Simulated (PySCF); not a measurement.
# Telling isomers of C$_{7}$H$_{4}$F$_{3}$N apart by NMR

PySCF 2.14.0 with density-fitted response routines calculation with GIAO PBE0/pcSseg-1 shieldings and GFN2-xTB geometry; in vacuum, relativity neglected, fast rotation and ring inversion assumed for equivalent nuclei, a single conformation.

Chemical shifts δ = σref − σ; ¹H, ¹³C vs TMS, all at this level. Splittings of carbon signals by F and P are missing where no couplings were computed. Where no couplings were computed, multiplicities follow the n + 1 count of equivalent neighbours, and m marks all less simple cases (inequivalent or close neighbours, rings, F or P nearby). Shifts are as computed. Against solution values, carbons near 30 ppm lie about +3 ppm off and those near 130 ppm about +5 ppm. Of 1313 compounds with measured shifts, 239 miss one by over three times the rms of a fit or turn the order of signals round; such compounds aren't used in these exercises.

(1) Tabulate the signals of `CC#C[C@H](C#N)C(F)=C(F)F`, `FC(F)=C(F)c1ccccn1` and their relative energies.

(2) What is the quickest way to tell CC#C[C@H](C#N)C(F)=C(F)F from FC(F)=C(F)c1ccccn1?

Answers

(1) 
| SMILES | carbon types | δC | δH | E rel. (kcal/mol) |
| --- | --- | --- | --- | --- |
| CC#C[C@H](C#N)C(F)=C(F)F | 5×C 1×CH 1×CH3 | 168.6, 136.4, 118.8, 91.9, 72.6, 24.4, 4.3 | 4.16 (m, 1H), 2.12 (s, 3H) | 63.2 |
| FC(F)=C(F)c1ccccn1 | 3×C 4×CH | 170.1, 155.4, 155.2, 142.6, 138.4, 126.8, 123.3 | 8.98 (d, 1H), 8.07 (m, 1H), 7.68 (m, 1H), 7.31 (m, 1H) | 0.0 |

Energies are electronic energies at PBE0/pcSseg-1 on these geometries, without zero-point or thermal terms, each for the one conformer computed, which needn't be the lowest.

(2) Both give the same number of carbon signals, but DEPT or the intensities differ. The first has an alkyne carbon (C) at 72.6 ppm, the second an aromatic CH next to a ring nitrogen at 155.4 ppm. Their most deshielded carbons lie at 168.6 and 170.1 ppm. In the proton spectra the most deshielded non-exchanging signals are 4.16 (m, 1H) and 8.98 (d, 1H).
